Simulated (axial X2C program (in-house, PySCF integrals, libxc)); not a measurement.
Ga₂: bond constants with and without spin–orbit coupling

Computed with an in-house all-electron X2C program for linear molecules (integrals from PySCF). Spin-free means the one-electron spin-free X2C Hamiltonian; two-component (2c) means X2C with spin–orbit coupling and atomic mean-field two-electron Coulomb and Gaunt terms, so the difference of the two also holds small scalar two-electron terms. Basis: Ga dyall-cv3z [9s9p7d4f1g] (cores contracted in-house); Gaussian nuclei, density fitting, unrestricted open shells. Masses: Ga 68.926 u.

Input file and command:
```json
{"zs": [31, 31], "q": 0, "bas": ["dyall-cv3z", "dyall-cv3z"], "levels": ["PBE0", "HF", "PW91"], "cc": true, "r0": 2.48, "thr": -1.0, "nmax": 90, "npts": 10, "nst": 2, "ntry": 6}
```
```bash
python so2c.py task.json out
```

Keys: zs atomic numbers; q charge; bas basis sets; levels methods; cc coupled cluster on or off; r0 starting distance in Å; thr threshold in hartree for freezing inner shells (an s shell follows its p shell); nmax most natural virtual spinors; npts points on the curve; nst determinants followed; ntry starts of the search. HF also brings MP2.

State, spin-free: M_S = 1, Λ = 0 (beyond evenly filled blocks: π+α, π-α); electrons by block: σα: 14, σβ: 14, π+α: 7, π+β: 6, π-α: 7, π-β: 6, δ+α: 2, δ+β: 2, δ-α: 2, δ-β: 2. Fragments: Ga + Ga.

State, 2c: Ω = 1 (⟨Sz⟩ = 1.00, ⟨Lz⟩ = 0.00 at PBE0); electrons by block: 1/2: 20, -1/2: 21, 3/2: 9, -3/2: 8, 5/2: 2, -5/2: 2. Fragments: Ga + Ga.

```csv
Hamiltonian,level,Re (Å),ωe (cm⁻¹),ωexe (cm⁻¹),αe (cm⁻¹),De (eV),D0 (eV),k (mdyn/Å)
spin-free,PBE0,2.432,212.3,0.844,0.000443,1.33,1.31,0.916
spin-free,HF,2.531,189.9,0.644,0.000392,0.330,0.318,0.733
spin-free,MP2,2.459,217.6,0.763,0.000388,1.11,1.10,0.961
spin-free,CCSD,2.487,203.8,0.801,0.000416,0.992,0.980,0.844
spin-free,CCSD(T),2.482,206.3,0.842,0.00042,1.14,1.13,0.864
spin-free,PW91,2.436,206.6,0.916,0.000475,1.52,1.50,0.866
2c,PBE0,2.433,212.1,0.843,0.000442,n/a,n/a,0.913
2c,HF,2.532,189.7,0.643,0.000391,n/a,n/a,0.731
2c,MP2,2.460,217.4,0.762,0.000388,1.00,0.988,0.959
2c,CCSD,2.488,203.7,0.803,0.000414,0.884,0.871,0.843
2c,CCSD(T),2.483,206.1,0.838,0.000419,1.03,1.02,0.862
2c,PW91,2.437,206.3,0.916,0.000475,n/a,n/a,0.864
```

Correlated methods: 6 electrons correlated (number of frozen shells: Ga 3 s, 2 p, 1 d), 322 virtual spin orbitals or spinors in MP2, 90 natural virtuals in coupled cluster.

Dissociation energies refer to the lowest single-determinant-based atoms at the same level and basis. De is not given where an atomic determinant may have missed its ground term or J level, or where the truncated virtual space spoils (T). Density functionals use the spin component along the axis (collinear). CCSD and (T) use frozen natural virtuals with an MP2 correction for the truncation; (T) itself is uncorrected, so its De runs slightly low. Without a current term, density functionals place determinants with orbital angular momentum somewhat too high. The state is one determinant with fixed occupations, lowest in a PBE0 search at one distance only: followed along the bond, the spin-free determinant M_S = 1, Λ = 1 reaches 0.08 eV lower at PBE0, at Re = 2.690 Å, so the state shown is not the lowest. With several unpaired electrons one determinant need not be a pure state. Open-shell Ω = 0 determinants with evenly filled partner blocks cannot be reached by this program, so the Ω shown need not be the lowest component. At some level and bond length an empty orbital lies below a filled one. This is the Ω = 1 component of a π² triplet; the 0⁺ component is not one determinant and can lie lowest. With the outer-core shells frozen, correlated bond lengths of heavy atoms tend to come out a few hundredths of an ångström too long.

Rough cost a point (2c) on 1 thread(s) of a shared host, integrals apart: PBE0 1.2 s, HF 0.8 s, CCSD(T) 4 s, PW91 0.5 s.

The whole task took 2.4 min on 1 thread of Intel(R) Xeon(R) Processor @ 2.30GHz (shared host).
